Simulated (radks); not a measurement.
Values are calculated unless marked as measured or tabulated.
Effect of the nuclear size on the xenon ion Xe+, [Kr] 4d10 5s2 5p5. Level of theory: Dirac Kohn-Sham, relativistic LDA (MacDonald-Vosko exchange, VWN5 correlation), spin-unpolarised, spherical densities, finite nucleus; open shells fill j = l - 1/2 first; Fermi nuclear charge, rms radius 4.7859 fm (a radial shooting solver on a logarithmic mesh with Libxc functionals). The rms radius is varied about that value; shifts are against it.

rms radius (fm)  total energy shift (eV)  density at nucleus (e/bohr^3)  1s1/2 shift (meV)  2s1/2 shift (meV)  4p1/2 shift (meV)  5s1/2 shift (meV)  5p1/2 shift (meV)  5p3/2 shift (meV)  6s1/2 (empty) shift (meV)
3.8718                             -2.29                      2.788e+05               -953               -113              0.354             -0.667              0.074              0.082                     -0.099
4.6232                            -0.437                        2.7e+05               -182              -21.5              0.068             -0.127              0.014              0.016                     -0.019
4.7859                                 0                      2.684e+05              0.000              0.000              0.000              0.000              0.000              0.000                      0.000
4.963                              0.490                      2.666e+05                204               24.1             -0.076              0.143             -0.016             -0.018                      0.021
5.4607                              1.95                      2.621e+05                808               95.7             -0.300              0.566             -0.063             -0.070                      0.084

Slopes of the eigenvalues against <r^2> in GHz/fm^2, as finite differences over the two radii next to the reference (eigenvalue slopes, not the field-shift constants of lines): 1s1/2 28600, 2s1/2 3390, 4p1/2 -10.6, 5s1/2 20.0, 5p1/2 -2.22, 5p3/2 -2.47, 6s1/2 (empty) 2.96.
